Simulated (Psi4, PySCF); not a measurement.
C2H4BrFOSi, singlet, at a GFN2-xTB geometry, atoms displaced at random by about 0.03 Å a coordinate. Base run: B3LYP/STO-3G, gradient in PySCF.

The PySCF input:
```python
from pyscf import gto, scf, dft

mol = gto.M(
    atom='''
C    -2.485458    0.162407   -1.704350
C    -1.739978   -0.561320   -0.961654
Si    0.111555   -0.209829   -0.664922
O     0.600899    0.976800   -1.617977
F     1.039019   -1.509268   -0.862409
Br    0.470602    0.318869    1.498779
H    -2.201163    1.059145   -2.219490
H    -3.528227   -0.095522   -1.905895
H    -2.092515   -1.440283   -0.539454
H     1.519616    1.253971   -1.638865
''',
    basis='sto-3g',
    charge=0,
    spin=0,
    verbose=4,
)

mf = dft.RKS(mol)
mf.xc = 'b3lyp'
mf.kernel()
g = mf.nuc_grad_method()
grad = g.kernel()
```

Programs used: Psi4, PySCF; a row that names a program was run with it.

The coordinate followed is z of atom 3.

Each row names what was changed in the base input (with any setting that the change needs).

```json
[
 {"change": "base", "dE/dx (Eh/bohr)": "-0.041583", "net force (Eh/bohr)": "0.000308"},
 {"change": "code = psi4", "dE/dx (Eh/bohr)": "-0.041587", "net force (Eh/bohr)": "0.000252"},
 {"change": "density fitting = on; auxbasis_response = off", "dE/dx (Eh/bohr)": "-0.041519", "net force (Eh/bohr)": "0.002852"},
 {"change": "density fitting = on", "dE/dx (Eh/bohr)": "-0.041591", "net force (Eh/bohr)": "0.000308"},
 {"change": "conv_tol = 1e-11", "dE/dx (Eh/bohr)": "-0.041583", "net force (Eh/bohr)": "0.000308"},
 {"change": "grids.level = 1; grid_response = off", "dE/dx (Eh/bohr)": "-0.041573", "net force (Eh/bohr)": "0.000561"},
 {"change": "finite difference step (bohr) = 0.01; conv_tol = 1e-11", "dE/dx (Eh/bohr)": "-0.041507", "net force (Eh/bohr)": "-"},
 {"change": "conv_tol = 1e-6", "dE/dx (Eh/bohr)": "-0.041578", "net force (Eh/bohr)": "0.000308"},
 {"change": "finite difference step (bohr) = 1e-5; conv_tol = 1e-11", "dE/dx (Eh/bohr)": "-0.041510", "net force (Eh/bohr)": "-"},
 {"change": "grids.level = 1; grid_response = on", "dE/dx (Eh/bohr)": "-0.041610", "net force (Eh/bohr)": "0.000000"},
 {"change": "conv_tol = 1e-4", "dE/dx (Eh/bohr)": "-0.041523", "net force (Eh/bohr)": "0.000308"},
 {"change": "grids.level = 5; grid_response = off", "dE/dx (Eh/bohr)": "-0.041580", "net force (Eh/bohr)": "0.000015"}
]
```

The net force is zero for an exact gradient.
